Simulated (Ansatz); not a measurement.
`F[SiH2]C1=C[SiH2]1` + `C#CNC` → `C#CN(C)[SiH2]F` + `C1=C[SiH2]1`  (ligand exchange at the Si–C bond)

Calculated with Ansatz (gas phase, PBE0-D4/def2-TZVP geometries, no zero-point term in ΔE). CCSD(T)/CBS adds triple-zeta CCSD(T) − MP2 to the extrapolated MP2 energy (def2 sets, frozen cores). DFT in def2-TZVPP. One conformer a species, not always the lowest.

```tsv
level	ΔE (kJ/mol)
PBE0-D4	-40.5
HF/def2-QZVPP	-46.8
HF/CBS(def2)	-46.9
MP2/CBS(def2)	-49.1
```

Question: What does CCSD(T)/CBS give? (Best estimate.)

Answer: Ansatz gave: -47.3 kJ/mol. The listed levels differ from it by 6.8, 0.5, 0.4, -1.8 kJ/mol.

Largest T1 diagnostic among the species: 0.013.
